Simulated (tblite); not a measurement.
Run record: tight-binding relaxation, `Nc1cc[c]cc1` [radical].

Computed with GFN2-xTB geometry optimisation, gas phase (tblite 0.8.0). Start geometry: from a force field or distance geometry. The input is one job of a driver script: a line of settings, then coordinates in Å.

Command:
```bash
OMP_NUM_THREADS=1 python probes_run.py task.json out
```

Input:
```
{"job": {"kind": "relax", "xc": "GFN2-xTB", "basis": "xTB"}, "charge": 0, "multiplicity": 2}
N      2.062700    -0.211100     0.155600
C      0.678200    -0.072900     0.028200
C      0.137000     1.014900    -0.623700
C     -1.259200     1.175700    -0.730100
C     -2.103000     0.224800    -0.133700
C     -1.565800    -0.861800     0.533900
C     -0.173500    -1.005300     0.625800
H      2.678200     0.437300    -0.317100
H      2.459000    -1.034000     0.587000
H      0.767300     1.766600    -1.075000
H     -1.686200     2.018400    -1.245000
H     -2.225000    -1.593700     0.996900
H      0.226000    -1.858300     1.179600
```

Task: What does the run print?

Result: 
```
step      E/eV     max force
  0    -508.87812    2.146
  1    -508.95722    0.724
  2    -508.97415    0.329
  3    -508.98273    0.237
  4    -508.98596    0.132
  5    -508.98790    0.133
  6    -508.99049    0.186
  7    -508.99332    0.220
  8    -508.99578    0.222
  9    -508.99774    0.174
... (16 lines left out)
 26    -509.01880    0.027
 27    -509.01893    0.026
 28    -509.01902    0.030
 29    -509.01909    0.020
 30    -509.01915    0.015
 31    -509.01918    0.011
 32    -509.01920    0.013
 33    -509.01922    0.014
 34    -509.01925    0.011
 35    -509.01926    0.007
```

«max force» is the largest atomic force in eV/Å.

Task: From which step on does the largest force stay under 0.1 eV/Å, and how much energy is left to gain from there?

Result: From step 16 (0.086 eV/Å), 3.4 meV above the end.

Summary of the converged run: energy lowered by 3.3 kcal/mol over 35 steps; largest atomic force 0.007 eV/Å at the end.

Task: Give the final coordinates.

Result: 0.069 Å rms from the input after alignment:
```
atom  x, y, z in Å
N1     2.0447   -0.1379    0.2684
C2     0.6737   -0.0478    0.0838
C3     0.1289    1.0332   -0.6096
C4    -1.2499    1.1666   -0.7299
C5    -2.0320    0.2112   -0.1498
C6    -1.5537   -0.8685    0.5331
C7    -0.1745   -0.9991    0.6512
H8     2.6099    0.3689   -0.3939
H9     2.3975   -1.0554    0.4893
H10    0.7838    1.7719   -1.0513
H11   -1.6693    2.0029   -1.2688
H12   -2.2083   -1.6071    0.9711
H13    0.2447   -1.8386    1.1888
```

Hardware: one thread, Arm Neoverse V2 (aarch64), shared host. Cost: 0.12 s of wall time.
Labels such as C1 count atoms from 1, the log's own numbers from 0.
